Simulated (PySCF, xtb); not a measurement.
C3H5O2, SMILES CCO[C]=O, multiplicity 2. The values are those of a single conformer.

Harmonic wavenumbers (cm⁻¹) from GFN2-xTB (xtb) at its own minimum, in rising order: 44, 178, 232, 323, 491, 685, 722, 835, 1008, 1094, 1103, 1166, 1227, 1284, 1399, 1434, 1475, 1486, 1876, 2968, 2996, 3042, 3044, 3047.

### Question
What does PySCF with PBE-D3(BJ)/def2-SVP give at its own minimum? (The exact figures need the calculation; the answer reports its results.)

### Answer
69, 218, 278, 324, 455, 728, 765, 804, 975, 1078, 1117, 1143, 1256, 1320, 1351, 1406, 1413, 1429, 1822, 2981, 3004, 3072, 3074, 3094. Paired by order, the mean absolute difference is 33 cm⁻¹ and the zero-point energies are 47.4 and 47.4 kcal/mol.
